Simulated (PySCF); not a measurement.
Gas-phase acidity of hydrogen molecule

Parent: hydrogen molecule, `[H][H]` (H2). Atom numbers as in the mapped SMILES `[H][H]`.

These are calculated values, ωB97X-D3(BJ)/ma-def2-TZVP in PySCF (grid level 2) at geometries from PBE0-D3(BJ)/ma-def2-SVP. ωB97X-D3(BJ) is ωB97X-V with D3(BJ) in place of VV10. Zero-point and thermal terms (298.15 K, 1 bar) come from unscaled PBE0-D3(BJ)/ma-def2-SVP harmonic frequencies, with soft modes damped to free rotors in the entropy.

| site | product | ΔH(acid) / kcal/mol | ΔG(acid) / kcal/mol |
| --- | --- | --- | --- |
| H2 (hydrogen) | [H]- | 397.1 | 390.9 |

ΔH and ΔG refer to AH → A⁻ + H⁺ in the gas phase.

Vertical detachment energies of the anions: [H]- 0.95 eV.

Against the Active Thermochemical Tables (version 1.112): H2 1675 (computed 1661, error -14) kJ/mol.

Measured values (NIST Chemistry WebBook, evaluated or the median of agreeing entries): deprotonation enthalpy (ΔH) 1675 kJ/mol (computed 1661, difference -14); gas-phase acidity (ΔG) 1649 kJ/mol (computed 1635, difference -14).
